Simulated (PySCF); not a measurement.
C2H6N (SMILES [CH2]CN), doublet, at a GFN2-xTB geometry; CAMB3LYP/aug-cc-pVDZ in PySCF.

Here is a job for PySCF.
```python
from pyscf import gto, scf, dft

mol = gto.Mole()
mol.atom = '''
    C     1.18853712   -0.42423795   -0.00475233
    C     0.11863727    0.59050040   -0.00356732
    N    -1.21229979   -0.05001142    0.00719856
    H     1.48344962   -0.89295660    0.91586697
    H     1.45611355   -0.91757714   -0.92112399
    H     0.15672993    1.21860401   -0.89696538
    H     0.16753083    1.22769330    0.88264099
    H    -1.30480657   -0.63928977    0.82914715
    H    -1.31596525   -0.64396854   -0.81003784
'''
mol.basis = 'aug-cc-pvdz'
mol.spin = 1
mol.verbose = 4
mol.build()

mf = dft.UKS(mol)
mf.xc = 'camb3lyp'
mf.kernel()
```

It wrote (shortened):

```
PySCF version 2.14.0

[INPUT] verbose = 4
[INPUT] num. atoms = 9
[INPUT] num. electrons = 25
[INPUT] charge = 0
[INPUT] spin (= nelec alpha-beta = 2S) = 1
[INPUT] symmetry False subgroup None
[INPUT] Mole.unit = angstrom
[INPUT] Symbol           X                Y                Z      unit          X                Y                Z       unit  Magmom
[INPUT]  1 C      1.188537120000  -0.424237950000  -0.004752330000 AA    2.246009645679  -0.801693537147  -0.008980602154 Bohr   0.0
[INPUT]  2 C      0.118637270000   0.590500400000  -0.003567320000 AA    0.224191948466   1.115884032446  -0.006741257799 Bohr   0.0
[INPUT]  3 N     -1.212299790000  -0.050011420000   0.007198560000 AA   -2.290914583968  -0.094507886901   0.013603306891 Bohr   0.0
[INPUT]  4 H      1.483449620000  -0.892956600000   0.915866970000 AA    2.803313501390  -1.687443415123   1.730737739835 Bohr   0.0
[INPUT]  5 H      1.456113550000  -0.917577140000  -0.921123990000 AA    2.751655815768  -1.733969492762  -1.740672067867 Bohr   0.0
[INPUT]  6 H      0.156729930000   1.218604010000  -0.896965380000 AA    0.296176643222   2.302827833197  -1.695018911416 Bohr   0.0
[INPUT]  7 H      0.167530830000   1.227693300000   0.882640990000 AA    0.316587386121   2.320004101963   1.667949737415 Bohr   0.0
[INPUT]  8 H     -1.304806570000  -0.639289770000   0.829147150000 AA   -2.465727062833  -1.208082579536   1.566861030464 Bohr   0.0
[INPUT]  9 H     -1.315965250000  -0.643968540000  -0.810037840000 AA   -2.486813911945  -1.216924173436  -1.530749668134 Bohr   0.0

nuclear repulsion = 76.7189743441913
number of shells = 54
number of NR pGTOs = 171
number of NR cGTOs = 123
basis = aug-cc-pvdz
ecp = {}

******** <class 'pyscf.dft.uks.UKS'> ********
method = UKS
initial guess = minao
damping factor = 0
level_shift factor = 0
DIIS = <class 'pyscf.scf.diis.CDIIS'>
diis_start_cycle = 1
diis_space = 8
diis_damp = 0
SCF conv_tol = 1e-09
SCF conv_tol_grad = None
SCF max_cycles = 50
direct_scf = True
direct_scf_tol = 1e-13
number electrons alpha = 13  beta = 12
XC library pyscf.dft.libxc version 7.1.2
    S. Lehtola, C. Steigemann, M. J. T. Oliveira, and M. A. L. Marques,  SoftwareX 7, 1–5 (2018)
XC functionals = camb3lyp
    T. Yanai, D. P. Tew, and N. C. Handy,  Chem. Phys. Lett. 393, 51 (2004)
radial grids:
    Treutler-Ahlrichs [JCP 102, 346 (1995); DOI:10.1063/1.469408] (M4) radial grids

becke partition: Becke, JCP 88, 2547 (1988); DOI:10.1063/1.454033
pruning grids: <function nwchem_prune>
grids dens level: 3
symmetrized grids: False
atomic radii adjust function: <function treutler_atomic_radii_adjust>
small_rho_cutoff = 0
Set gradient conv threshold to 3.16228e-05
tot grids = 100992
init E= -134.582609691502

cycle= 1 E= -134.420327561939  delta_E= 0.162  |g|= 0.195  |ddm|= 3.14
cycle= 2 E= -134.428942627682  delta_E= -0.00862  |g|= 0.175  |ddm|= 0.428
cycle= 3 E= -134.441983613138  delta_E= -0.013  |g|= 0.0362  |ddm|= 0.145
cycle= 4 E= -134.442703787663  delta_E= -0.00072  |g|= 0.0116  |ddm|= 0.0502
cycle= 5 E= -134.442848385614  delta_E= -0.000145  |g|= 0.00453  |ddm|= 0.0278
cycle= 6 E= -134.442878433424  delta_E= -3e-05  |g|= 0.00175  |ddm|= 0.0101
cycle= 7 E= -134.442886302729  delta_E= -7.87e-06  |g|= 0.000574  |ddm|= 0.00685
cycle= 8 E= -134.442886934697  delta_E= -6.32e-07  |g|= 0.000267  |ddm|= 0.00194
cycle= 9 E= -134.442887030459  delta_E= -9.58e-08  |g|= 8.78e-05  |ddm|= 0.000694
cycle= 10 E= -134.44288704474  delta_E= -1.43e-08  |g|= 2.62e-05  |ddm|= 0.000282
cycle= 11 E= -134.442887046234  delta_E= -1.49e-09  |g|= 9.36e-06  |ddm|= 0.000105
cycle= 12 E= -134.442887046354  delta_E= -1.2e-10  |g|= 6.61e-06  |ddm|= 3.21e-05
Extra cycle  E= -134.442887046356  delta_E= -2.44e-12  |g|= 7.46e-06  |ddm|= 1.16e-05
converged SCF energy = -134.442887046356  <S^2> = 0.7549188  2S+1 = 2.0049128
```
